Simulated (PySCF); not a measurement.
Cartesian coordinates in Å; atom numbers follow the order of the lines, from 1:
```xyz
16

Si   -1.240   -0.134    1.656
H    -2.129   -0.228    2.855
Si   -1.326    1.586    0.001
H    -2.287    2.732   -0.001
Si   -1.146   -0.063   -1.719
H    -1.970   -0.100   -2.967
Si   -1.060   -1.783   -0.063
H    -1.823   -3.069   -0.115
Si    1.321   -1.593    0.007
H     2.289   -2.733    0.010
Si    1.140    0.055    1.727
H     1.966    0.104    2.974
Si    1.056    1.775    0.072
H     1.812    3.065    0.120
Si    1.234    0.127   -1.648
H     2.130    0.224   -2.842
```

Geometry: PBE0-D3(BJ)/def2-SVP; GIAO absolute shieldings from PySCF 2.14.0 with density-fitted response routines, gas phase, non-relativistic, averaged over equivalent atoms.

At KT2/pcSseg-1 (232 basis functions, 52 s wall time on 1 thread of an Arm Neoverse V2, shared host):
| atoms | σ (ppm) |
| --- | --- |
| Si1/Si3/Si5/Si7/Si9/Si11/Si13/Si15 | 385.1 |
| H2/H4/H6/H8/H10/H12/H14/H16 | 24.77 |

Question: Predict the values at PBE0/pcSseg-1 on the same geometry.

Answer: 
```csv
atoms,σ at PBE0/pcSseg-1,change
Si1/Si3/Si5/Si7/Si9/Si11/Si13/Si15,385.4,+0.3
H2/H4/H6/H8/H10/H12/H14/H16,25.24,+0.47
```

The largest change is at H2/H4/H6/H8/H10/H12/H14/H16 (hydrogen on a silicon bonded to 3 Si). Cost: 232 basis functions, 72 s wall time on 1 thread of an Arm Neoverse V2, shared host.
